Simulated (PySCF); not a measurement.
First SCF of a structure search on doublet MoOCl, at a hand-made linear geometry. PySCF input:

```python
from pyscf import gto, scf, dft
mol = gto.M(atom='''
Mo     0.000000     0.000000     0.000000
O      0.000000     0.000000    -1.780000
Cl     0.000000     0.000000     2.370000''',
    basis={'Mo': 'def2-TZVP', 'O': 'def2-TZVP', 'Cl': 'def2-TZVP'},
    ecp={'Mo': 'def2-TZVP'},
    charge=0, spin=1)
mf = dft.UKS(mol, xc='PBE0')
mf.grids.atom_grid = (50, 194)
aux = {'Mo': 'def2-universal-JKFIT', 'O': 'def2-universal-JKFIT', 'Cl': 'def2-universal-JKFIT'}
mf = mf.density_fit(auxbasis=aux)
mf.conv_tol = 1e-08
mf.diis_space = 10
mf.max_cycle = 60
mf.init_guess = 'minao'
mf.verbose = 4
mf.kernel()
```

Excerpt of the output (cycles alone):

```
init E= -596.866862737275
cycle= 1 E= -603.247829892337  delta_E= -6.38  |g|= 0.653  |ddm|=  2.7
cycle= 2 E= -599.959123860977  delta_E= 3.29  |g|= 2.64  |ddm|= 1.44
cycle= 3 E= -603.37406721037  delta_E= -3.41  |g|= 0.331  |ddm|= 1.26
cycle= 4 E= -603.41919556093  delta_E= -0.0451  |g|= 0.118  |ddm|= 0.319
cycle= 5 E= -603.424465532128  delta_E= -0.00527  |g|= 0.0598  |ddm|= 0.11
cycle= 6 E= -603.426159210821  delta_E= -0.00169  |g|= 0.0184  |ddm|= 0.0423
cycle= 7 E= -603.426327121091  delta_E= -0.000168  |g|= 0.00584  |ddm|= 0.00936
cycle= 8 E= -603.426367628868  delta_E= -4.05e-05  |g|= 0.00163  |ddm|= 0.00744
cycle= 9 E= -603.426380588634  delta_E= -1.3e-05  |g|= 0.00094  |ddm|= 0.0052
cycle= 10 E= -603.426385788826  delta_E= -5.2e-06  |g|= 0.000272  |ddm|= 0.00517
cycle= 11 E= -603.426385936356  delta_E= -1.48e-07  |g|= 8.31e-05  |ddm|= 0.000832
cycle= 12 E= -603.426385945103  delta_E= -8.75e-09  |g|= 4.11e-05  |ddm|= 0.000142
Extra cycle  E= -603.426385944618  delta_E= 4.84e-10  |g|= 7.85e-05  |ddm|= 6.99e-05
converged SCF energy = -603.426385944618  <S^2> = 0.76698277  2S+1 = 2.0169113
```

No lower solution of this spin was found from smeared starts or by a stability analysis within the unrestricted form.

Open d and f shells are described by one determinant, and the ground state may have another occupation or spin.

The search for the lowest solution, 3 starts and the stability check together, took 8.8 s on 4 threads of a shared Intel Xeon 6975P-C (Granite Rapids) host, with 108 basis functions; the process peaked at 0.39 GiB.
